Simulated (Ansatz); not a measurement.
Consider the substitution at a C–C bond: `CCCCC(C)CC` + `O[SiH2]O[SiH](O)O` → `CO[SiH](O)O[SiH2]O` + `CCCCC(C)C`.

Gas-phase electronic energies from Ansatz, PBE0-D4/def2-TZVP geometries. CCSD(T)/CBS adds triple-zeta CCSD(T) − MP2 to the extrapolated MP2 energy (def2 sets, frozen cores). One conformer a species, not always the lowest.

```tsv
species	CCSD(T)/CBS(def2) energy (Eh)
`CCCCC(C)CC`	-315.28593
`O[SiH2]O[SiH](O)O`	-882.73073
`CO[SiH](O)O[SiH2]O`	-921.97038
`CCCCC(C)C`	-276.02644
```

(1) Work out ΔE.

Largest T1 diagnostic among the species: 0.012.

Results:

(1) ΔE = (-921.97038) + (-276.02644) − (-315.28593) − (-882.73073) = 0.01984 Eh = +0.54 eV.

In def2-TZVPP, CCSD(T) changes the Hartree–Fock value by +0.19 eV (the triples alone add +0.02 eV) and MP2 by +0.25 eV. The D4 term adds +0.04 eV with B3LYP and +0.03 eV with PBE0; it sums over pairs of atoms, weighted by their polarisabilities, and B3LYP, whose exchange is more repulsive, gets the larger term.

B3LYP here is the variant with VWN-RPA as its local correlation; programs differ in this.
